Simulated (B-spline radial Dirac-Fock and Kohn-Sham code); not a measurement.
**Elastic and transport cross sections of chromium for positrons**

Method: relativistic (Dirac) partial waves in the static field of the Dirac-Fock atom, without polarisation or absorption potentials. Computed with a radial B-spline solver. Below a few hundred eV the neglected polarisation potential matters, most of all at small angles. σ_tr1 and σ_tr2 weight the cross section with 1 − P₁ and 1 − P₂ of cos θ; "backward" is the share scattered beyond 90°.

```csv
energy (eV),σ (a₀²),σ_tr1 (a₀²),σ_tr2 (a₀²),σ/σ_tr1,backward (%)
164,12.1,2.18,3.81,5.58,4.9
346,?,?,?,?,?
402,8.16,1.06,1.96,7.72,3.1
627,6.63,0.698,1.35,9.50,2.3
1320,4.56,0.313,0.648,14.6,1.2
1510,4.24,0.267,0.559,15.9,1.1
3060,2.80,0.111,0.243,25.2,0.61
3150,2.75,0.107,0.235,25.7,0.59
6790,1.65,0.0373,0.0856,44.1,0.29
30200,0.521,0.00361,0.00896,144,0.061
33900,0.474,0.00298,0.00743,159,0.054
39900,0.416,0.00227,0.00570,183,0.045
71400,0.263,0.000848,0.00218,310,0.023
110000,0.191,0.000408,0.00107,468,0.013
115000,0.185,0.000379,0.000994,489,0.012
136000,0.165,0.000286,0.000756,577,0.0097
```

Q: Fill in the row for 346 eV.

A: σ = 8.74 a₀², σ_tr1 = 1.20 a₀², σ_tr2 = 2.20 a₀², σ/σ_tr1 = 7.26, backward 3.4 %. The ratio σ/σ_tr1 is roughly the number of elastic collisions that randomise the direction.
